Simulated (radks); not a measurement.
Species: P+. Configuration: [Ne] 3p(up 1.5, down 1.5) 3s(up 0.5, down 0.5) (fractional occupations, a model configuration).

Method: scalar-relativistic Kohn-Sham, LDA (Slater exchange, Perdew-Wang correlation), spin-polarised, spherical densities, point nucleus; computed with a radial shooting solver on a logarithmic mesh with Libxc functionals.

Energy parts (eV):
| part | energy |
|---|---|
| total | -9254.440 |
| kinetic | 9275.656 |
| electron-nucleus | -21952.217 |
| Hartree | 4007.556 |
| exchange-correlation | -585.434 |

Orbitals (lengths in bohr, moments of r in powers of bohr; r(max) is where P^2 peaks; r(90%) holds 90 % of the orbital's charge):
| orbital | occ. | eigenvalue (eV) | <r^2> | r(max) | r(90%) | <r^4> |
|---|---|---|---|---|---|---|
| 1s | 2 | -2088.357 | 0.01453 | 0.06784 | 0.186 | 0.0005460 |
| 2s | 2 | -185.2057 | 0.3246 | 0.4200 | 0.820 | 0.1931 |
| 2p | 6 | -136.5789 | 0.2963 | 0.3535 | 0.813 | 0.1924 |
| 3s | 1 | -24.0130 | 3.759 | 1.531 | 2.72 | 23.18 |
| 3p | 3 | -14.8869 | 5.211 | 1.730 | 3.25 | 47.37 |

The highest occupied level is 3p at -14.887 eV. The density falls to 0.001 e/bohr^3 at r = 3.91 bohr.
